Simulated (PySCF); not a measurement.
AlCl, SMILES [Al][Cl] (connectivity only; charge and spin as stated), neutral, multiplicity 1. The structure is a stationary point at PBE0-D3(BJ)/def2-TZVPD.

TDA-LC-ωPBE/def2-TZVPD (PySCF) puts the lowest singlet excitations at 4.87, 4.87, 6.79, 6.94, 6.98, 6.98 eV and the lowest triplet (TDA) at 2.60 eV.

Question: What are the lowest singlet roots from EOM-CCSD/aug-cc-pVDZ in PySCF? (An estimate is asked for; the answer gives what the named calculation found.)

Answer: 4.81, 4.81, 6.51, 6.80, 6.80, 6.83 eV; triplets 2.95, 2.95, 5.43 eV. S1 differs by -0.06 eV (second minus first; roots are paired by order, and the bases may differ).
